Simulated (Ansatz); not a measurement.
Mulliken charges of `[OH][GeH2][SiH](O)F` from ωB97M-V/def2-TZVPP in Ansatz (PBE0-D4/def2-TZVP geometry).

| atom | x (Å) | y (Å) | z (Å) | charge (e) |
| --- | --- | --- | --- | --- |
| O1 | -0.639 | -2.018 | 0.531 | -0.431 |
| Ge2 | 0.757 | -0.913 | 0.341 | 0.201 |
| Si3 | -0.270 | 1.205 | -0.022 | 0.613 |
| O4 | -0.755 | 1.239 | -1.581 | -0.359 |
| F5 | 0.827 | 2.342 | 0.244 | -0.308 |
| H6 | -0.374 | -2.931 | 0.659 | 0.162 |
| H7 | 1.633 | -1.380 | -0.841 | 0.000 |
| H8 | 1.612 | -0.952 | 1.627 | -0.004 |
| H9 | -1.397 | 1.508 | 0.895 | -0.055 |
| H10 | -1.395 | 1.899 | -1.854 | 0.181 |

Problem. By hand: the dipole of these point charges (1 e Å = 4.8032 D).

Solution. Σ q r = (0.036, 0.049, 0.034) e Å, of length 0.070 e Å = 0.34 D.

Problem. How does the dipole of the full density compare? (Best estimate.)

Solution. The calculation gave: (-0.091, -0.044, -0.046) e Å, 0.53 D; the point charges give 0.64 times that, at 155° from its direction, so they point the opposite way.

Point charges leave out the atoms' own dipoles, such as those of lone pairs, and Mulliken's split depends on the basis, so the two needn't agree.
